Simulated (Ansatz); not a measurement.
A calculation with Ansatz (development build ahead of 0.2.0).

```yaml
crystal:
  periodic: [false, false, false]
  atoms:
    - { symbol: Ti, position_ang: [0.0, 0.0, 0.0] }
    - { symbol: O, position_ang: [1.265, 1.265, 1.265] }
    - { symbol: Cl, position_ang: [1.6004, -1.6004, -1.6004] }
    - { symbol: Cl, position_ang: [-1.6004, 1.6004, -1.6004] }
    - { symbol: Cl, position_ang: [-1.6004, -1.6004, 1.6004] }
basis:
  gaussian: { orbitals: pcseg-2 }
magnetization:
  spin_polarized: true
  initial_magnetization: 5
hamiltonian:
  xc: { name: wB97X }
```

The input is written out in the form of the current development build from the run's settings.

Results

| Property | Result |
| --- | --- |
| Converged | yes |
| Total energy | -2305.20204 hartree |
| Spin squared of the determinant | 8.778 |
| Stability test | minimum |

Caution: other spin multiplicities were not run.
